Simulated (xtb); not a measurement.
C₂H₇BS₂, SMILES B(SC)SC. All values are semi-empirical tight-binding results from xtb (GFN2-xTB unless named), good for trends rather than for accurate numbers. Geometry optimised at GFN2-xTB. This is a generated structure with no PubChem entry under its InChIKey; it may be hypothetical. Other conformers were not sampled.

Optimised geometry:

```xyz
12

B     -0.2489    -0.0938     0.1487
H     -1.2138    -0.5630     0.6122
S     -0.3898     1.1834    -1.0799
C     -2.2042     1.3146    -1.2770
H     -2.6157     0.3389    -1.5121
H     -2.3802     2.0013    -2.0975
H     -2.6427     1.7036    -0.3641
S      1.3509    -0.6825     0.6538
C      0.9064    -2.0162     1.8256
H      0.4639    -1.5840     2.7176
H      1.8278    -2.5305     2.0775
H      0.2137    -2.7023     1.3493
```
Charge 0, spin multiplicity 1.

**Question.** Estimate the properties. (An estimate is asked for; the answer gives what the named calculation found.)

**Answer.** 
```yaml
point_group_as_xtb_finds_it: Cs
orbital_gap: 3.65 eV
zero_point_energy: 55.7 kcal/mol
G − E(el) at 298.15 K (modified RRHO): 34.8 kcal/mol
static polarisability (D4 model): 79.2 bohr³
solvation energy, GFN2-xTB/ALPB(water): -0.3 kcal/mol
solvation energy, GFN2-xTB/ALPB(chcl3): -7.3 kcal/mol
```

Computed atomic charges and the Wiberg bond orders between heavy atoms:
charges (e) B1 0.31, H2 -0.11, S3 -0.22, C4 -0.06, H5 0.05, H6 0.07, H7 0.06, S8 -0.22, C9 -0.06, H10 0.06, H11 0.07, H12 0.05. Bond orders B1–S3 1.23, S3–C4 1.00, B1–S8 1.23, S8–C9 1.00.
